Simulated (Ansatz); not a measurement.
`[CH3][InH][Cl]` + `[NH2][Ge]([Cl])([Cl])[Cl]` → `[Cl][InH][Cl]` + `[CH3][Ge]([NH2])([Cl])[Cl]`  (redistribution)

Gas-phase electronic energies from Ansatz, PBE0-D4/def2-TZVP geometries. CBS: MP2 limit from def2 TZ/QZ plus the TZ coupled-cluster correction, frozen cores. DFT in def2-TZVPP. B3LYP here is the variant with VWN-RPA as its local correlation; programs differ in this. HSE06 is defined as in plane-wave codes. Elements past krypton have def2 core potentials. For Ge, In outer-core shells are correlated without core-valence functions, which leaves a few kJ/mol of doubt a bond. Scalar relativity is left out up to krypton. One conformer a species, not always the lowest.

```
             level  ΔE (kcal/mol)  difference from CCSD(T)/CBS
       LDA (SPW92)          -12.1                          2.4
            PBE-D4          -12.3                          2.2
         revPBE-D4          -12.0                          2.5
         r2SCAN-D4          -13.6                          0.9
            B97M-V          -14.1                          0.4
           PBE0-D4          -13.4                          1.1
          B3LYP-D4          -13.4                          1.1
          HSE06-D4          -13.4                          1.1
          BHLYP-D4          -14.8                         -0.3
      CAM-B3LYP-D4          -14.1                          0.4
           ωB97M-V          -13.7                          0.8
            B2PLYP          -13.6                          0.9
          PBE-QIDH          -13.9                          0.6
               PBE          -12.4                          2.1
            revPBE          -12.4                          2.1
              BLYP          -12.8                          1.7
            r2SCAN          -13.6                          0.9
              PBE0          -13.5                          1.0
             B3LYP          -13.7                          0.8
           r2SCANh          -13.8                          0.7
           r2SCAN0          -14.2                          0.3
             HSE06          -13.5                          1.0
             BHLYP          -15.1                         -0.6
         CAM-B3LYP          -14.2                          0.3
           LC-ωPBE          -14.3                          0.2
RPA@PBE/def2-TZVPP          -12.8                          1.7
       HF/def2-SVP          -17.9                         -3.4
      MP2/def2-SVP          -14.5                          0.0
     CCSD/def2-SVP          -14.8                         -0.3
  CCSD(T)/def2-SVP          -14.4                          0.1
     HF/def2-TZVPP          -17.3                         -2.8
    MP2/def2-TZVPP          -12.9                          1.6
SCS-MP2/def2-TZVPP          -13.3                          1.2
   CCSD/def2-TZVPP          -14.0                          0.5
CCSD(T)/def2-TZVPP          -13.5                          1.0
     HF/def2-QZVPP          -17.3                         -2.8
    MP2/def2-QZVPP          -13.5                          1.0
SCS-MP2/def2-QZVPP          -13.9                          0.6
      HF/CBS(def2)          -17.3                         -2.8
     MP2/CBS(def2)          -13.9                          0.6
       CCSD(T)/CBS          -14.5                            0
```

Largest T1 diagnostic among the species: 0.013.

From PBE to PBE0 (25 % exact exchange), in def2-TZVPP and without D4, ΔE moves by −1.1 kcal/mol. In def2-TZVPP, CCSD(T) changes the Hartree–Fock value by +3.8 kcal/mol (the triples alone add +0.5 kcal/mol) and MP2 by +4.4 kcal/mol. Leaving LDA and LC-ωPBE aside and taking each functional with its dispersion term where it has one, the values spread over 2.8 kcal/mol, from BHLYP-D4 to revPBE-D4.
